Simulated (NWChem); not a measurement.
Molecule: BeNH₃; SMILES [BeH][NH2]

Program: NWChem. Pople sets run with spherical d functions. Geometry: optimised at PBE0/def2-SVP. Vertical excitations in the gas phase.

**Question.** What does the run give for BHandHLYP/6-31+G*, TDA? Quantities: lowest excitation, singlet (eV); lowest state with f > 0.02, singlet (eV); orbital gap (eV).

**Answer.** 
```yaml
lowest excitation, singlet (eV): 6.17
lowest state with f > 0.02, singlet (eV): 6.19
orbital gap (eV): 8.78
```
